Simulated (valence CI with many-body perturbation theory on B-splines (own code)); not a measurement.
## Questions on Nb10+

Calculated by configuration interaction combined with many-body perturbation theory (CI+MBPT): three valence electrons over a frozen Dirac-Fock core [Ar] 3d10, a basis of 11 s, 11 p, 10 d, 8 f, 5 g, 2 h functions for each j, with the one-electron correlation potential Σ1 (screened to all orders), the two-electron term Σ2, the three-electron term Σ3, Breit, model QED; selected single and double excitations, second order for the rest, scaled by the run's own slope (own B-spline code, finite nucleus).

No measured spectrum was set against this ion. As an estimate, levels hold to about 250 cm⁻¹ or 0.2 % of their energy and the worst to 1 %, as in measured heavy ions of charge 2 to 7; those with d or f electrons hold less well.

Names give the largest LS component (configuration and term), which can be under half, so a name can repeat, a term be missing and a line seem to break the LS rules; names also repeat where a configuration has a term twice.

Rates and lifetimes use the calculated energies. Strong lines usually hold to 10 to 20 %, long lifetimes can be off by a factor of two.

Question: What is the ground level?

Answer: 4s²4p ²P°_1/2, composition 98 % 4s²4p ²P°, g = 0.665.

Question: Where does the other parity begin?

Answer: At 4s4p² ⁴P_1/2, 182070 cm⁻¹.

Question: What is the ionisation energy?

Answer: 200.83 eV; NIST lists 200.28 ± 0.06 eV (semi-empirical).

Question: How is the term ²P° of the ground level split?

Answer: J = 1/2 at 0, J = 3/2 at 23920 cm⁻¹.

Question: How well does LS coupling describe the low levels?

Answer: Among the lowest 20 levels the leading LS term, summed over configurations, holds 87 % on average. For single configurations the figures are 83 % in LS and 75 % in jj coupling. Terms mix most in the J = 3/2 level at 456150 cm⁻¹, where the leading one holds 45 %.
